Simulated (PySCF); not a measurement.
Species: C5H5FS (charge -1 and doublet state).
Cartesian coordinates in Å at the GFN2-xTB level; atoms count from 1:
```
atom  x, y, z in Å
C1     1.7275   -0.6858    0.5724
C2     1.1520    0.0853   -0.3583
C3    -0.2437    0.3939   -0.4936
C4    -0.6654    1.1560   -1.5199
S5    -2.0859    1.6978   -2.1261
C6    -1.2204   -0.1986    0.4923
F7    -1.0193    0.2259    1.8110
H8     2.7930   -0.8625    0.5790
H9     1.1691   -1.1549    1.3646
H10    1.7843    0.5375   -1.1170
H11   -2.2415    0.1005    0.2365
H12   -1.1486   -1.2955    0.5331
```

The hyperfine couplings belong to this conformer and change with its torsions.

Identity: `C=C/C(=[C]/[S-])CF` [radical] (charge -1).

Method: UKS B3LYP, pcH-1 on C F H S, non-relativistic, mean-field spin-orbit, GIAO (PySCF). Whether the extra electron is bound in the gas phase wasn't checked; a finite basis holds it in any case. Couplings are sensitive to structure, and on GFN2-xTB geometries they can be far from those on DFT ones, by a factor of two or more for some ions and for spin on atoms past the first row. Stability of the SCF solution: not tested.

Principal values of hyperfine tensors in MHz (contact, dipolar and spin–orbit terms together), for some of the nuclei:

```csv
atom,isotope,A1,A2,A3
C4,13C,194.09,206.87,361.03
C2,13C,39.62,41.88,45.43
C3,13C,29.63,39.21,54.18
C6,13C,30.44,31.71,44.79
H11,1H,-8.39,-3.42,0.50
H10,1H,-7.35,-4.67,5.16
H9,1H,0.18,0.51,4.11
F7,19F,-13.44,-7.00,24.88
```

Task: Give the isotropic coupling of each nucleus in MHz and in mT (g = 2.0036), and the anisotropic part.

Result: a_iso is a third of the trace, T = A − a_iso, and a(mT) = a(MHz)/(g × 13.996). The tensors hold a spin–orbit part: the run splits a_iso into a_FC + a_SO, and T includes its anisotropic share.

```csv
atom,a_iso (MHz),a_FC,a_SO,a_iso (mT),T1,T2,T3
C4,254.00,254.22,-0.23,9.057,-59.91,-47.13,107.04
C2,42.31,42.33,-0.02,1.509,-2.69,-0.43,3.12
C3,41.00,41.08,-0.07,1.462,-11.38,-1.79,13.17
C6,35.65,35.63,0.01,1.271,-5.20,-3.94,9.14
H11,-3.77,-3.77,0.00,-0.134,-4.62,0.35,4.27
H10,-2.29,-2.29,0.00,-0.082,-5.06,-2.38,7.44
H9,1.60,1.60,0.00,0.057,-1.42,-1.09,2.51
F7,1.48,1.63,-0.15,0.053,-14.92,-8.48,23.40
```

Task: What spin density at the nucleus of C3 lies behind its contact coupling (g_N = 1.40482)?

Result: a_FC = 800.24 MHz bohr³ × g_N × ρ(0)/(2S). With a_FC = 41.08 MHz and 2S = 1, ρ(0) = 0.03654 bohr⁻³.

Task: S5 (33S, g_N = 0.42921) isn't in the table. Its spin density at the nucleus is 0.04168 bohr⁻³. What is its contact coupling?

Result: By the same relation, a_FC = 14.31 MHz. Its full tensor has the principal values -19.12, -14.61, 76.68 MHz.

Task: Name the largest traceless tensor T of the table and describe it.

Result: C4: -59.9, -47.1, 107.0 MHz (the dipolar term alone has -58.5, -48.3, 106.8), rhombic: the two smaller values differ by 12 % of the largest.

Task: In a single crystal, with the field along each principal axis of the tensor of C3 in turn, what first-order splitting does this nucleus give (isotropic g, quadrupole terms neglected)?

Result: 2 lines (I = 1/2), spaced by |A_i|/(g × 13.996): 1.06, 1.40, 1.93 mT along the axes of A1, A2 and A3.
